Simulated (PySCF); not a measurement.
Species: C6H18NP2 (charge +1).
SMILES: `CP(C)(C)=N[P+](C)(C)C`

All values: PBE0/pcSseg-1 (PySCF, non-relativistic), on one gas-phase PBE0-D3(BJ)/def2-SVP geometry that isn't relaxed in the solvent. The solvent is an IEF-PCM continuum (van der Waals radii × 1.2). Specific hydrogen bonds and non-electrostatic terms are outside this model.

```json
{"run": "gas", "E − E(gas) (kcal/mol)": "0.00", "HOMO (eV)": "-11.32", "HOMO–LUMO gap (eV)": "8.36"}
{"run": "P", "E − E(gas) (kcal/mol)": "-43.75", "HOMO (eV)": "-7.98", "HOMO–LUMO gap (eV)": "8.44"}
{"run": "Q", "E − E(gas) (kcal/mol)": "-47.09", "HOMO (eV)": "-7.75", "HOMO–LUMO gap (eV)": "8.46"}
```

Problem. The runs were made in acetone and dichloromethane. Which run belongs to which solvent?

Solution. P = dichloromethane, Q = acetone. The dielectric constants are 8.93 (dichloromethane), 20.49 (acetone), and the energy falls further as ε rises. In this model the ground state sees the solvent through ε alone.

Problem. How constant is the ratio of the lowering to 1 − 1/ε?

Solution. 
| solvent | 1 − 1/ε | E − E(gas) (kcal/mol) | ratio (kcal/mol) | polarisation term (kcal/mol) |
| --- | --- | --- | --- | --- |
| dichloromethane | 0.888 | -43.75 | -49.3 | -44.36 |
| acetone | 0.951 | -47.09 | -49.5 | -47.91 |

The ratio changes by +0.5 % in size from dichloromethane to acetone. The polarisation term is half the interaction of the solute with the induced surface charges.

Time: 68 s wall; peak memory 1.5 GiB. Hardware: one thread, AMD EPYC 9R14 (x86_64), shared host with 96 logical CPUs at a one-minute load of 60. This is the whole shielding run at PBE0/pcSseg-1 in acetone, SCF included.

The values belong to the conformer `[CH3:1][P:2]([CH3:3])([CH3:4])=[N:5][P+:6]([CH3:7])([CH3:8])[CH3:9]`: P2–N5–P6–C7 -65°.
